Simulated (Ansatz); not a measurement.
A series at In: from `[Cl][In]([Cl])[Cl]`, ligands are replaced one by one, each step taking up NH₃ and setting free HCl; n counts the steps. Ansatz, PBE0-D4/def2-TZVP geometries. Each molecule was computed in one conformer, which needn't be the lowest.

```tsv
n	molecule	HOMO energy, ωB97M-V/def2-TZVPP (eV)
0	`[Cl][In]([Cl])[Cl]`	-11.74
1	`[NH2][In]([Cl])[Cl]`	-10.42
2	`[NH2][In]([NH2])[Cl]`	?
3	`[NH2][In]([NH2])[NH2]`	-9.13
```

Q: By hand: fit a straight line y = ȳ + b (n − n̄) to the 3 given rows and predict n = 2.

A: n̄ = 1.333, ȳ = -10.430; Σ(n − n̄)(y − ȳ) = 3.910, Σ(n − n̄)² = 4.667, so b = 0.838 eV a step. Prediction: -10.430 + (0.838) × (0.667) = -9.87 eV.

Q: By hand: compare with the computed value, -9.86 eV, and give the steps along the whole series.

A: The line misses by 0.01 eV (computed minus predicted). Steps: 1.32, 0.56, 0.73 eV.

The steps differ by up to 0.76 eV without a steady trend. The highest orbital can change its character along such a series. The miss is 0.4 % of the series' range.
